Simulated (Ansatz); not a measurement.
`CCC(=N)[SiH3]`. The species carries charge 0 and has multiplicity 1. All single points use the PBE0-D4/def2-TZVP geometry. It is one conformer, not always the lowest.

```xyz
14

C    -1.178    0.505    1.120
C     0.057    1.036    0.403
C     0.889   -0.056   -0.211
N     2.122   -0.258    0.026
Si    0.092   -1.282   -1.427
H    -1.835   -0.040    0.437
H    -0.901   -0.176    1.928
H    -1.759    1.323    1.550
H     0.682    1.616    1.091
H    -0.258    1.717   -0.397
H     2.482    0.423    0.703
H    -0.933   -0.581   -2.250
H    -0.598   -2.362   -0.672
H     1.138   -1.864   -2.299
```

(1) What is the dipole moment at PBE/def2-TZVPP? (An estimate is asked.)

(2) And with r2SCAN, B3LYP, ωB97M-V? (An estimate is asked.)

(3) Give the Mulliken charges with PBE, r2SCAN, ωB97M-V in def2-TZVPP. (Estimate.)

Answers

(1) Ansatz gave: 2.42 D, with components (-1.47, 1.65, 0.99) D in this frame, pointing from negative to positive charge.

(2) Ansatz gave: r2SCAN 2.47 D, B3LYP 2.45 D, ωB97M-V 2.46 D.

(3) The calculation gave: 
```json
{"atom": "C1", "PBE": "-0.25", "r2SCAN": "-0.14", "ωB97M-V": "-0.31"}
{"atom": "C2", "PBE": "-0.07", "r2SCAN": "0.01", "ωB97M-V": "-0.16"}
{"atom": "C3", "PBE": "-0.03", "r2SCAN": "-0.01", "ωB97M-V": "-0.02"}
{"atom": "N4", "PBE": "-0.22", "r2SCAN": "-0.30", "ωB97M-V": "-0.24"}
{"atom": "Si5", "PBE": "0.21", "r2SCAN": "0.30", "ωB97M-V": "0.19"}
{"atom": "H6", "PBE": "0.09", "r2SCAN": "0.05", "ωB97M-V": "0.10"}
{"atom": "H7", "PBE": "0.09", "r2SCAN": "0.06", "ωB97M-V": "0.11"}
{"atom": "H8", "PBE": "0.09", "r2SCAN": "0.05", "ωB97M-V": "0.11"}
{"atom": "H9", "PBE": "0.04", "r2SCAN": "0.01", "ωB97M-V": "0.07"}
{"atom": "H10", "PBE": "0.07", "r2SCAN": "0.04", "ωB97M-V": "0.10"}
{"atom": "H11", "PBE": "0.13", "r2SCAN": "0.14", "ωB97M-V": "0.10"}
{"atom": "H12", "PBE": "-0.06", "r2SCAN": "-0.08", "ωB97M-V": "-0.03"}
{"atom": "H13", "PBE": "-0.05", "r2SCAN": "-0.06", "ωB97M-V": "-0.02"}
{"atom": "H14", "PBE": "-0.04", "r2SCAN": "-0.05", "ωB97M-V": "0.00"}
```

B3LYP here is the variant with VWN-RPA as its local correlation; programs differ in this.
